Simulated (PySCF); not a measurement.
Potential energy of SbSe along the bond

Set-up: PySCF, scalar-relativistic core potentials, basis sets Sb def2-TZVPP with ECP28, Se def2-TZVPP. Energies in eV from Sb + Se in their ground configurations at the same level. State: ²Π (doublet), unpaired electrons π ↑.

All columns are PBE0. A positive dipole means Sb(−)Se(+).

| R (Å) | E (eV) | μ (D) | Mulliken charge on Sb (basis-dependent) | HOMO (eV) | LUMO (eV) | Mayer bond order | ⟨S²⟩ |
| --- | --- | --- | --- | --- | --- | --- | --- |
| 2.011 | -1.468 | -0.95 | 0.29 | -4.82 | -3.08 | 2.27 | 0.75 |
| 2.104 | -2.420 | -1.26 | 0.32 | -5.01 | -3.28 | 2.24 | 0.75 |
| 2.198 | -2.933 | -1.57 | 0.34 | -5.20 | -3.48 | 2.23 | 0.76 |
| 2.268 | -3.109 | -1.80 | 0.34 | -5.34 | -3.62 | 2.23 | 0.76 |
| 2.338 | -3.153 | -2.02 | 0.33 | -5.47 | -3.76 | 2.22 | 0.76 |
| 2.408 | -3.098 | -2.22 | 0.33 | -5.59 | -3.90 | 2.21 | 0.77 |
| 2.502 | -2.920 | -2.41 | 0.31 | -5.73 | -4.03 | 2.11 | 0.87 |
| 2.619 | -2.624 | -2.43 | 0.28 | -5.87 | -4.06 | 1.84 | 1.13 |
| 2.759 | -2.244 | -2.45 | 0.24 | -6.00 | -4.01 | 1.54 | 1.38 |
| 2.946 | -1.749 | -2.57 | 0.22 | -6.12 | -3.91 | 1.24 | 1.60 |

A fit through these points gives, at Re = 2.330 Å, μ = -1.99 D and dμ/dR = -3.12 D/Å; the reduced mass is 48.11 u.

Q: How strong is the fundamental in the double-harmonic approximation, I = 42.26·(dμ/dR)²/μred km/mol?

A: I = 42.26·(-3.12)²/48.11 = 8.55 km/mol at PBE0.

⟨S²⟩ of the unrestricted solution departs from its pure value on part of the curve, where spin states mix. These are scalar-relativistic numbers at best; spin–orbit coupling would shift them, the dissociation energy most. The state was picked by a PBE0 search and need not be the measured ground state.
